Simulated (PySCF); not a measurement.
**Ionisation energy of Al²⁺ by level of theory**

Al²⁺ [Ne] 3s1 (2S) → Al³⁺ [Ne] (1S), as a difference of total energies. Computed with PySCF 2.14 in x2c-QZVPPall (9s6p4d2f1g, 70 functions), with scalar relativity by spin-free X2C-1e. Correlated levels: valence and next inner shell: 1s2 frozen. The calculations carry no spin-orbit coupling.

```
                                method  ionisation energy (eV)
                                   UHF                  28.089
    MP2 (valence and next inner shell)                  28.376
SCS-MP2 (valence and next inner shell)                  28.316
   CCSD (valence and next inner shell)                  28.391
CCSD(T) (valence and next inner shell)                  28.397
```

Q: How much does correlation contribute at CCSD(T) (valence and next inner shell)?

A: 28.397 − (28.089) = 0.308 eV, measured against UHF.

Errors of the correlated levels include the incompleteness of this basis and the frozen core.

For comparison: 28.448 eV (measured; NIST Atomic Spectra Database, ionization energies).
